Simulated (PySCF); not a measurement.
Level of theory: PBE-D3(BJ)/def2-TZVP // r2SCAN-D4/def2-SVP in PySCF. All species are isolated molecules in the gas phase. 

Reference species: [Zn(Cl)2] (neutral, multiplicity 1).

```json
{
  "HOMO": "-7.75 eV",
  "coordination_number": "2"
}
```

Changed species: [Zn(Br)2] (2 of 2 Cl replaced by Br; the reference has 0 of 2 Cl replaced by Br).

Question: Predict the effect on the HOMO and coordination number.

Answer: the HOMO goes up by 0.43 eV, to -7.32 eV; the coordination number stays essentially unchanged.
